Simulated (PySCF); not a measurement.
F3Y, charge +1, doublet, geometry from GFN2-xTB (such geometries of metal compounds can be far from the true shape) (the multiplicity is a formal guess) (core potentials on Y); PySCF with REVPBE/def2-SVP.

The PySCF input:
```python
from pyscf import gto, scf, dft

mol = gto.M(
    atom='''
Y     0.088074   -0.186153   -0.443591
F    -1.566649   -0.606850    0.722451
F    -0.122331    1.824692   -0.011179
F     1.307327   -0.411179    1.210957
''',
    basis='def2-svp',
    ecp={'Y': 'def2-svp'},
    charge=1,
    spin=1,
    verbose=4,
)

mf = dft.UKS(mol)
mf.xc = 'revpbe'
mf.kernel()
```

Q: What does PySCF print? Leave out banner, timings and long lists.

A: 
```
PySCF version 2.14.0

[INPUT] verbose = 4
[INPUT] num. atoms = 4
[INPUT] num. electrons = 37
[INPUT] charge = 1
[INPUT] spin (= nelec alpha-beta = 2S) = 1
[INPUT] symmetry False subgroup None
[INPUT] Mole.unit = angstrom
[INPUT] Symbol           X                Y                Z      unit          X                Y                Z       unit  Magmom
[INPUT]  1 Y      0.088074000000  -0.186153000000  -0.443591000000 AA    0.166435738695  -0.351778187266  -0.838265501322 Bohr   0.0
[INPUT]  2 F     -1.566649000000  -0.606850000000   0.722451000000 AA   -2.960537543324  -1.146780298692   1.365234528418 Bohr   0.0
[INPUT]  3 F     -0.122331000000   1.824692000000  -0.011179000000 AA   -0.231172086544   3.448168141685  -0.021125248347 Bohr   0.0
[INPUT]  4 F      1.307327000000  -0.411179000000   1.210957000000 AA    2.470489985249  -0.777015698173   2.288377078625 Bohr   0.0

nuclear repulsion = 120.026758250278
number of shells = 29
number of NR pGTOs = 129
number of NR cGTOs = 73
basis = def2-svp
ecp = {'Y': 'def2-svp'}

******** <class 'pyscf.dft.uks.UKS'> ********
method = UKS
initial guess = minao
damping factor = 0
level_shift factor = 0
DIIS = <class 'pyscf.scf.diis.CDIIS'>
diis_start_cycle = 1
diis_space = 8
diis_damp = 0
SCF conv_tol = 1e-09
SCF conv_tol_grad = None
SCF max_cycles = 50
direct_scf = True
direct_scf_tol = 1e-13
number electrons alpha = 19  beta = 18
XC library pyscf.dft.libxc version 7.1.2
    S. Lehtola, C. Steigemann, M. J. T. Oliveira, and M. A. L. Marques,  SoftwareX 7, 1–5 (2018)
XC functionals = revpbe
    Y. Zhang and W. Yang,  Phys. Rev. Lett. 80, 890 (1998)
    J. P. Perdew, K. Burke, and M. Ernzerhof,  Phys. Rev. Lett. 77, 3865 (1996)
    J. P. Perdew, K. Burke, and M. Ernzerhof,  Phys. Rev. Lett. 78, 1396 (1997)
radial grids:
    Treutler-Ahlrichs [JCP 102, 346 (1995); DOI:10.1063/1.469408] (M4) radial grids

becke partition: Becke, JCP 88, 2547 (1988); DOI:10.1063/1.454033
pruning grids: <function nwchem_prune>
grids dens level: 3
symmetrized grids: False
atomic radii adjust function: <function treutler_atomic_radii_adjust>
small_rho_cutoff = 0
Set gradient conv threshold to 3.16228e-05
tot grids = 64664
init E= -332.203232596319

cycle= 1 E= -337.172319101792  delta_E= -4.97  |g|= 0.581  |ddm|=  3.2
cycle= 2 E= -337.18510735309  delta_E= -0.0128  |g|= 0.601  |ddm|= 1.56
cycle= 3 E= -337.281852764061  delta_E= -0.0967  |g|= 0.438  |ddm|= 0.947
cycle= 4 E= -337.085152447473  delta_E= 0.197  |g|= 0.732  |ddm|= 0.941
cycle= 5 E= -337.244173320192  delta_E= -0.159  |g|= 0.476  |ddm|= 0.765
cycle= 6 E= -337.335126176219  delta_E= -0.091  |g|= 0.247  |ddm|= 0.671
cycle= 7 E= -337.353636891278  delta_E= -0.0185  |g|= 0.164  |ddm|= 0.386
cycle= 8 E= -337.367056471751  delta_E= -0.0134  |g|= 0.0294  |ddm|= 0.227
cycle= 9 E= -337.367386641383  delta_E= -0.00033  |g|= 0.0161  |ddm|= 0.0673
cycle= 10 E= -337.367518143786  delta_E= -0.000132  |g|= 0.00391  |ddm|= 0.0235
cycle= 11 E= -337.367521263733  delta_E= -3.12e-06  |g|= 0.0033  |ddm|= 0.0101
cycle= 12 E= -337.3675219232  delta_E= -6.59e-07  |g|= 0.00312  |ddm|= 0.00231
cycle= 13 E= -337.367525124959  delta_E= -3.2e-06  |g|= 0.00187  |ddm|= 0.00154
cycle= 14 E= -337.367526930103  delta_E= -1.81e-06  |g|= 0.000265  |ddm|= 0.00179
cycle= 15 E= -337.367526960124  delta_E= -3e-08  |g|= 0.000115  |ddm|= 0.000327
cycle= 16 E= -337.367526939102  delta_E= 2.1e-08  |g|= 0.000231  |ddm|= 0.000344
cycle= 17 E= -337.367526966677  delta_E= -2.76e-08  |g|= 3.19e-05  |ddm|= 0.000255
cycle= 18 E= -337.367526967105  delta_E= -4.29e-10  |g|= 1.37e-05  |ddm|= 2.25e-05
Extra cycle  E= -337.367526895002  delta_E= 7.21e-08  |g|= 0.000373  |ddm|= 0.000506
SCF not converged.
SCF energy = -337.367526895002 after 50 cycles  <S^2> = 0.7551401  2S+1 = 2.0051335
```

The run did not converge; its last values are not results.
